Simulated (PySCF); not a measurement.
Spectra and structures to be paired. The calculation used TDDFT CAM-B3LYP/def2-SVPD, vertical, gas phase, core orbitals frozen in the response in PySCF. Geometries: PBE0-D3(BJ)/def2-SVP; one conformer of each isolated species. Triplets are in the Tamm–Dancoff approximation. Atoms past krypton carry core potentials; spin–orbit coupling is left out.

A. `N#C[SiH3]` (CH3NSi)
B. `C[N]=[W]([Cl])([Cl])([Cl])[Cl]` (CH3Cl4NW)
C. `CCNC` (C3H9N)
D. `FC(F)(Cl)C(F)(F)Cl` (C2Cl2F4)
E. `CC(C)C(C)(C)C#N` (C7H13N)

Lowest singlet levels (six at most, fewer where fewer were computed) with oscillator strengths:

1. 7.70 eV (f 0.000); 8.04 eV (f 0.003); 8.05 eV (f 0.004); 8.89 eV (f 0.009); 8.96 eV (f 0.013); 9.22 eV (f 0.017)
2. 7.76 eV (f 0.001); 7.87 eV (f 0.001); 7.92 eV (f 0.000); 7.92 eV (f 0.002); 9.29 eV (f 0.048); 9.35 eV (f 0.063); T1 6.96 eV
3. 6.99 eV (f 0.000); 7.32 eV (f 0.005 summed over 2 states); 8.31 eV (f 0.012 summed over 2 states); 8.92 eV (f 0.005 summed over 2 states); 9.06 eV (f 0.000); 9.21 eV (f 0.043 summed over 2 states); T1 5.76 eV
4. 6.01 eV (f 0.003); 6.91 eV (f 0.034); 6.99 eV (f 0.015); 7.74 eV (f 0.073); 8.03 eV (f 0.054); 8.28 eV (f 0.013); T1 5.77 eV
5. 3.05 eV (f 0.003); 3.08 eV (f 0.004); 3.22 eV (f 0.000); 3.56 eV (f 0.000); 3.79 eV (f 0.060); 3.80 eV (f 0.061); T1 2.59 eV

Question: Match each spectrum to its molecule.

Answer: 1 = E, 2 = D, 3 = A, 4 = C, 5 = B.
- A: S1 at 6.99 eV, HOMO-1/HOMO→LUMO/LUMO+1 (≥83%); Löwdin shares by element: HOMO (one of a set within 0.03 eV) nitrogen 38%, carbon 32%, silicon 13%, hydrogen 10% or more; LUMO (one of a set within 0.03 eV) silicon 30%, carbon 27%, nitrogen 26%, hydrogen 8% or more; HOMO -11.26 and LUMO 0.49 eV; point group C3v, 2 of its 10 listed states under f = 0.0005.
- B: S1 at 3.05 eV, HOMO-1→LUMO (95%); for S1 the Löwdin share of tungsten is at most 7% in HOMO-1 and 66% in LUMO (ligand-to-metal charge transfer by this measure); HOMO -9.77 and LUMO -3.45 eV.
- C: S1 at 6.01 eV, HOMO→LUMO (86%); Löwdin shares by element: HOMO nitrogen 59%, carbon 21% or more, hydrogen 6% or more (atoms not listed hold the other 15%); LUMO carbon 50%, hydrogen 8% or more (atoms not listed hold the other 42%); HOMO -7.79 and LUMO 1.46 eV.
- D: S1 at 7.76 eV, HOMO→LUMO (73%), HOMO-3→LUMO+1 (17%); Löwdin shares by element: HOMO chlorine 89%; LUMO chlorine 63%, carbon 28%; HOMO -11.30 and LUMO 0.50 eV; point group C2, 1 of its 6 listed states under f = 0.0005.
- E: S1 at 7.70 eV, HOMO-1→LUMO+4 (29%), HOMO→LUMO+5 (12%), HOMO-1→LUMO+1 (12%); Löwdin shares by element: HOMO carbon 47% or more, nitrogen 27% (atoms not listed hold the other 25%); LUMO carbon 24% or more, hydrogen 14% or more (atoms not listed hold the other 62%); HOMO -10.43 and LUMO 1.11 eV; point group Cs, 1 of its 6 listed states under f = 0.0005.
D and E have S1 within 0.06 eV of each other; their strongest listed levels stand at 9.35 eV (f 0.063) and 9.22 eV (f 0.017).

A slash joins orbitals within 0.01 eV of each other, whose weights are summed (≥ marks a lower bound).
